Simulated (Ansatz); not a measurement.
The cluster Si5Se5, relaxed as a singlet with RKS PBE-D4/def2-SVP in Ansatz, starting from the GFN2-xTB geometry. Force threshold 0.03 eV/Å.

The structure comes from a short search, and lower isomers may exist.

Start:

```xyz
10

Si    2.280    0.521   -0.912
Si   -0.492   -0.418   -2.422
Si   -1.323    1.497    1.492
Si    1.300   -0.791    1.836
Si   -1.587   -1.756    0.263
Se    1.129    1.546    1.093
Se    0.812   -1.589   -0.506
Se    1.023    1.355   -2.715
Se   -1.086   -0.841    2.514
Se   -2.056    0.477   -0.644
```

**Question.** Estimate the energy that the relaxation releases and the steps that it takes.

**Answer.** 17.0 kJ/mol, in 8 steps; 55 s on 6 threads of Intel Xeon on a shared host. No frequencies were taken in this run, so the end may be a saddle point.

**Question.** Does the start keep its bonding and symmetry?

**Answer.** By distances, no bond broke or formed. The bond that changes most is Si4–Se7, from 2.52 to 2.57 Å (atoms count from 1). Point group Cs at the start, Cs at the end, both within 0.05 Å.

**Question.** Predict the relaxed structure.

**Answer.** 
| atom | x (Å) | y (Å) | z (Å) |
| --- | --- | --- | --- |
| Si1 | 2.1955 | 0.5194 | -0.8753 |
| Si2 | -0.4881 | -0.3846 | -2.3390 |
| Si3 | -1.3109 | 1.4258 | 1.5233 |
| Si4 | 1.3109 | -0.7215 | 1.8139 |
| Si5 | -1.6053 | -1.7036 | 0.2234 |
| Se6 | 1.1001 | 1.6342 | 1.1017 |
| Se7 | 0.8561 | -1.6791 | -0.5327 |
| Se8 | 1.0942 | 1.2726 | -2.7925 |
| Se9 | -1.0614 | -0.9225 | 2.5158 |
| Se10 | -2.0912 | 0.5593 | -0.6387 |
Bond lengths: 15 × Se–Si 2.34 to 2.60 Å.
